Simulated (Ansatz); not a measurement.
## Which method gave which barrier?

Saddle point of GeNH$_{8}$F, closed shell (GeH₄ + NH₃ + HF → GeH₃F ([F][GeH3]) + NH₃ + H₂; bonds formed: Ge1–F9, H2–H8; bonds broken: Ge1–H2, H8–F9), PBE0-D4/def2-TZVP structure:

```
atom    x (Å)    y (Å)    z (Å)
 Ge1  -0.6100  -0.5162  -0.7067
  H2  -0.1589  -1.3124   0.9394
  H3  -0.7554  -1.9351  -1.3048
  H4  -1.9944  -0.1027  -0.1510
  H5  -0.1812   0.4229  -1.8536
  H6   1.2422   1.1310   0.4429
  N7   0.2432   1.2316   0.5862
  H8   0.7136  -1.2709   0.5299
  F9   1.5094  -0.9446  -0.3239
 H10  -0.0541   2.1453   0.2643
 H11   0.0457   1.1509   1.5772
```

Ansatz 0.2.0; basis: def2-TZVPP, with def2-QZVPP for the basis limit; cores frozen in the correlated methods. Filled d shells of the heavier atoms are correlated. The def2 sets are not built for correlating such inner shells, so the correlated values are less sure here. Extrapolation: Hartree–Fock as exp(−7.88 √X), correlation as X^−2.97. Four methods, as single points on the PBE0-D4 structures, gave these electronic barriers from the start structure: 1.579, 1.998, 2.256, 2.742 eV.

Question: The methods were, in alphabetical order, BHLYP-D4, HF, PBE0-D4, SPW92. Which gave which? (A judgement: the text doesn't fix the answer.)

Answer: By the calculation: SPW92 1.579; PBE0-D4 1.998; BHLYP-D4 2.256; HF 2.742 eV. For comparison, CCSD(T) at an estimated basis limit (MP2 extrapolated from triple and quadruple zeta, plus CCSD(T) − MP2 in triple zeta) gives 2.199 eV.

T1 diagnostic: at most 0.013.

Labels in which every atom is bracketed show which atoms are joined, not bond orders.

For scale, one of the runs: CCSD(T)/def2-TZVPP, 222 basis functions, launched by `ansatz run in.yaml --threads 4 --pin off --events-out ev --progress --plain --max-ram 9574MiB`. Hardware: 4 CPU threads of an Arm Neoverse V2, shared host. Wall time 95 s; peak host memory 3.7 GiB.
